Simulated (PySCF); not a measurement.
FH3NSi (calculated)

Calculation on a computer-drawn molecule: optimised geometry and harmonic frequencies of an isolated molecule of the commonest isotopes, restricted reference for singlets and unrestricted otherwise, frozen core in MP2. Program: PySCF 2.14.0.

Common to all runs: charge -1; multiplicity 1; basis aug-cc-pV(D+d)Z.

```yaml
- entry: 1
  formula: FH3NSi
  start_structure:
    atoms_angstrom:
      - ["N", 2.0024, -1.408, 1.4106]
      - [Si, 0.8821, -0.8469, 0.1384]
      - [F, 2.1347, -0.3949, -1.1501]
      - [H, 2.779, -0.7561, 1.6038]
      - [H, 2.3826, -2.2725, 1.2594]
      - [H, 0.748, 0.6142, 0.5667]
  given:
    method: HF
    drawn_bonds_atom: [1, 2, 1, 1, 2]
    drawn_bonds_other_atom: [2, 3, 4, 5, 6]
    drawn_bonds_order: [1, 1, 1, 1, 1]
  results:
    optimised_atom_element: ["N", Si, F, H, H, H]
    "optimised_atom_x [angstrom]": [2.027, 0.944, 2.086, 2.825, 2.337, 0.7089]
    "optimised_atom_y [angstrom]": [-1.362, -0.8334, -0.3692, -0.782, -2.313, 0.5956]
    "optimised_atom_z [angstrom]": [1.399, 0.05138, -1.136, 1.593, 1.335, 0.5868]
    "modes_frequency [cm^-1]": [267.2, 328.3, 558.8, 653.6, 703.4, 745.0, 894.5, 1001, 1685, 1910, 3701, 3802]
    "modes_reduced_mass [dalton]": [3.003, 1.119, 1.777, 13.25, 4.13, 1.071, 1.075, 1.229, 1.102, 1.04, 1.052, 1.091]
    "rotational_constants [GHz]": [19.89, 7.353, 5.791]
    "total_energy [hartree]": -444.6517
    "convergence_status_largest_gradient_component [hartree/bohr]": 5.64e-06
- entry: 2
  formula: FH3NSi
  start_structure:
    atoms_angstrom:
      - ["N", 2.0274, -1.3622, 1.3995]
      - [Si, 0.944, -0.8334, 0.0514]
      - [F, 2.0863, -0.3692, -1.1359]
      - [H, 2.8252, -0.782, 1.5926]
      - [H, 2.337, -2.313, 1.3345]
      - [H, 0.7089, 0.5956, 0.5868]
  given:
    method: MP2
    drawn_bonds_atom: [1, 2, 1, 1, 2]
    drawn_bonds_other_atom: [2, 3, 4, 5, 6]
    drawn_bonds_order: [1, 1, 1, 1, 1]
  results:
    optimised_atom_element: ["N", Si, F, H, H, H]
    "optimised_atom_x [angstrom]": [2.013, 0.9247, 2.083, 2.816, 2.356, 0.7367]
    "optimised_atom_y [angstrom]": [-1.368, -0.8378, -0.3624, -0.766, -2.323, 0.5935]
    "optimised_atom_z [angstrom]": [1.422, 0.04396, -1.187, 1.621, 1.329, 0.6002]
    "modes_frequency [cm^-1]": [236.3, 335.0, 513.2, 599.7, 662.5, 692.0, 846.1, 943.5, 1547, 1893, 3484, 3609]
    "modes_reduced_mass [dalton]": [3.367, 1.107, 1.805, 13.12, 3.567, 1.086, 1.07, 1.218, 1.1, 1.041, 1.051, 1.09]
    "rotational_constants [GHz]": [19.53, 6.995, 5.55]
    "total_energy [hartree]": -445.1616
    "convergence_status_largest_gradient_component [hartree/bohr]": 1.37e-05
```
